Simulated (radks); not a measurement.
The numbers below are computed, except where a source is named.
La II, 56 electrons, occupied as [Xe] 5d2 (the NIST ground configuration). Level of theory: scalar-relativistic Kohn-Sham, PBE, spin-unpolarised, spherical densities, point nucleus (a radial shooting solver on a logarithmic mesh with Libxc functionals).

Normalised radial functions P(r) = r R(r), r in bohr:

```
   r/bohr * 4s (the largest magnitude, 1.38, reaches the edge; | marks zero)
 0.002496                             |  *
 0.003355                             |   *
 0.004511                             |    *
 0.006065                             |     *
 0.008154                             |     *
  0.01096                             |      *
  0.01474                             |      *
  0.01982                             |    *
  0.02664                             | *
  0.03582                           * |
  0.04816                      *      |
  0.06475                  *          |
  0.08705                   *         |
    0.117                           * |
   0.1574                             |         *
   0.2116                             |                *
   0.2844                             |         *
   0.3824                    *        |
   0.5183   *                         |
   0.6968  *                          |
   0.9369             *               |
     1.26                        *    |
    1.693                            *|
    2.277                             *
    3.061                             *
    4.116                             *
    5.533                             *
    7.439                             *
       10                             *
```

4s: eigenvalue -270.18 eV, 3 radial nodes at r = 0.0310, 0.123, 0.336 bohr, <r> = 0.654 bohr, 90 % of the charge inside 0.939 bohr.
